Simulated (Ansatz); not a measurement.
Basis-set extrapolation for CH₄ClFN₂Si, SMILES `N=C(F)[SiH](N)Cl` (PBE0-D4/def2-TZVP geometry, frozen core, Ansatz 0.2.0). Multiplicity 1, RHF reference.

```csv
,def2-TZVPP,def2-QZVPP
HF,-997.179970,-997.212992
MP2 correlation,-1.120048,-1.213631
CCSD(T) correlation,-1.206196,not run
```

Energies in hartree. Use E(X) = E(∞) + A·exp(−7.88·√X) for Hartree–Fock and E(X) = E(∞) + B·X^(−2.97) for correlation, with X = 3 and 4, and add CCSD(T) minus MP2 of the smaller set to the MP2 limit.

Problem. What is the CCSD(T) energy at the basis-set limit?

Solution. HF limit: -997.212992 + (-0.033022) × 0.13774 = -997.21754. MP2 limit: -1.213631 + (-0.093583) × 0.74074 = -1.28295. Higher-order term: -1.206196 − (-1.120048) = -0.08615. Total: -998.58664 hartree, 526.3 kJ/mol below CCSD(T)/def2-TZVPP.
